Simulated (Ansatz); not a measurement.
A run for Ansatz (a first-principles code): R-wB97M-V/def2-TZVPPD on C3H7NO2 (a complex), monomers drawn apart or pushed together. Files ending in .json are basis or fitting sets from the Basis Set Exchange.

Ansatz 0.2 input:
```yaml
crystal:
  periodic: [false, false, false]
  atoms:
    - {symbol: C, position_ang: [-0.10145587, -1.26816376, 0.12050989]}
    - {symbol: C, position_ang: [0.51858702, 0.11875551, 0.17464902]}
    - {symbol: N, position_ang: [-0.22630885, 0.97907183, 1.09947903]}
    - {symbol: H, position_ang: [0.45784903, -1.91651162, -0.55588580]}
    - {symbol: H, position_ang: [-0.10804700, -1.72614843, 1.11011052]}
    - {symbol: H, position_ang: [-1.13235719, -1.22134083, -0.24107425]}
    - {symbol: H, position_ang: [0.57579304, 0.53190469, -0.84224428]}
    - {symbol: H, position_ang: [1.54264839, 0.04593266, 0.54787486]}
    - {symbol: H, position_ang: [0.16021103, 1.91573653, 1.11588267]}
    - {symbol: H, position_ang: [-1.19440730, 1.06418942, 0.80918744]}
    - {symbol: O, position_ang: [0.97846121, -0.53273074, 3.20656256]}
    - {symbol: C, position_ang: [0.00339938, 0.03953434, 3.47048549]}
    - {symbol: O, position_ang: [-0.96213243, 0.58386571, 3.81282968]}
basis:
  gaussian:
    orbitals: def2-TZVPPD.json
hamiltonian:
  xc: {name: wB97M-V}
scf: {lower_state_search: off}
```

The head of its log:

```
Functional definition: wB97M-V
[...]
these checks for a lower state are left out or cut short: stability, starts, cluster_reference, orbital_swaps, neighbouring_geometries, increment
integrals: 0.45 GiB planned
1482 factors; their error is unknown
integrals: 0.49 GiB planned
466 factors; integrals over basis functions are off by at most 2.4e-5 eV
mean field: 1.86 GiB planned
mean field evaluation 1: about -8802.2818 eV, gradient 6.7e1 eV
mean field evaluation 2: about -8802.9067 eV, gradient 6.8e1 eV
```

Q: Give the final energy of this run.

A: -323.7793 hartree.
